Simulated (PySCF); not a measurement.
A PySCF script (with the pyscf-properties extension) for the NMR shieldings of `C/C=C/[PH2+]C(C)C`, [C$_{6}$H$_{14}$P]+, on a GFN2-xTB geometry:

```python
import basis_set_exchange as bse
import numpy as np
from pyscf import gto, dft
from pyscf.prop import nmr

atoms = """
C     3.353017   -1.230618   -0.605013
C     2.292110   -0.310298   -0.157114
C     1.131037   -0.128842   -0.797058
P    -0.135955    0.976060   -0.226344
C    -1.693459    0.165491    0.299633
C    -1.400369   -0.721798    1.508389
C    -2.735291    1.241241    0.599661
H     3.087359   -1.747823   -1.522461
H     3.560444   -1.962323    0.176191
H     4.278122   -0.674840   -0.758675
H     2.497242    0.241042    0.753670
H     0.897365   -0.668608   -1.708160
H    -0.438416    1.895036   -1.209313
H     0.349961    1.723872    0.821427
H    -2.026464   -0.455360   -0.543037
H    -0.636687   -1.464953    1.282546
H    -2.304920   -1.247924    1.802985
H    -1.068897   -0.124279    2.356541
H    -3.663502    0.769861    0.913506
H    -2.403095    1.894332    1.405318
H    -2.948520    1.847675   -0.279150
"""
names = dict.fromkeys(["C", "P", "H"], "pcSseg-1")
basis = {el: gto.basis.parse(bse.get_basis(n, elements=[el], fmt="nwchem")) for el, n in names.items()}
mol = gto.M(atom=atoms, basis=basis, charge=1, verbose=0)
mf = dft.RKS(mol, xc="PBE0")
mf.grids.level = 2
mf.grids.alignment = dft.numint.BLKSIZE   # the property module wants whole blocks of grid points
mf.conv_tol = 1e-9
mf.kernel()

calc = nmr.RKS(mf)   # GIAO
C = mf.mo_coeff
Co = C[:, mf.mo_occ > 0]
resp = mf.gen_response(singlet=True, hermi=2)
def vind(x):   # induced exchange potential for any number of trial vectors
    d = np.einsum("pi,xij,qj->xpq", C, 2 * x.reshape(-1, C.shape[1], Co.shape[1]), Co, optimize=True)
    return np.einsum("xpq,pi,qj->xij", resp(d - d.transpose(0, 2, 1)), C, Co, optimize=True).ravel()
mo1, _ = nmr.rhf.solve_mo1(calc, with_cphf=vind)
sigma = calc.kernel(mo1)
for i, s in enumerate(sigma):   # ppm
    print("%2d %-2s %9.2f" % (i, mol.atom_pure_symbol(i), np.trace(s) / 3))
```

Question: Give the expected output.

Answer: 
```
 0 C     159.05
 1 C       5.08
 2 C      85.74
 3 P     350.19
 4 C     156.70
 5 C     168.71
 6 C     167.78
 7 H      29.12
 8 H      28.98
 9 H      28.95
10 H      24.11
11 H      25.94
12 H      25.67
13 H      26.52
14 H      28.97
15 H      30.06
16 H      29.60
17 H      30.74
18 H      29.52
19 H      30.53
20 H      30.13
```

These numbers come from an equivalent density-fitted implementation of the same equations, which agrees with the script to about 0.01 ppm for H and up to a few tenths of a ppm for heavy atoms, so last digits may differ.

Question: Turn these shieldings into chemical shifts. δ = σ(ref) − σ, references computed at the same level: TMS for 13C (σref 186.93), 1H (σref 31.72); 31P (σref 318.38) vs H3PO4.

Answer: Averaging equivalent atoms: C 1: 181.8; C 2: 101.2; C 4: 30.2; C 0: 27.9; C 5/6: 18.7; P 3: -31.8; H 10: 7.61; H 11: 5.78; H 12/13: 5.62; H 14: 2.75; H 7/8/9: 2.70; H 15/16/17/18/19/20: 1.62 ppm. Experimental scales use liquid or dissolved standards, which lie at an offset from isolated H3PO4.

Size and cost of the density-fitted run: 196 basis functions, 98 s wall time (85 s CPU) on 1 thread of an Intel Xeon, shared host; peak memory 0.87 GiB.
